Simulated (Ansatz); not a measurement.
Basis-set series for `[OH][Mo]([OH])([F])([Cl])([Cl])[Cl]`. Charge 0, multiplicity 1. Mo takes the def2 core potential. The structure was optimised at the PBE0-D4/def2-TZVP level. It is one conformer, not always the lowest.

```csv
functional,basis,functions,energy (Eh),HOMO (eV),LUMO (eV)
PBE0-D4,def2-SVP,137,-1699.12738,-8.73,-5.10
PBE0-D4,def2-TZVPP,303,-1699.93999,-8.74,-5.05
ωB97M-V,def2-SVP,137,-1699.59535,-10.89,-3.17
ωB97M-V,def2-TZVPP,303,-1700.40845,-10.94,-3.15
```

(1) Give the rows for def2-QZVPP. (An estimate is asked.)

Answers

(1) Computed: 
| functional | basis | functions | energy (Eh) | HOMO (eV) | LUMO (eV) |
| --- | --- | --- | --- | --- | --- |
| PBE0-D4 | def2-QZVPP | 522 | -1699.99922 | -8.74 | -5.04 |
| ωB97M-V | def2-QZVPP | 522 | -1700.46527 | -10.95 | -3.15 |
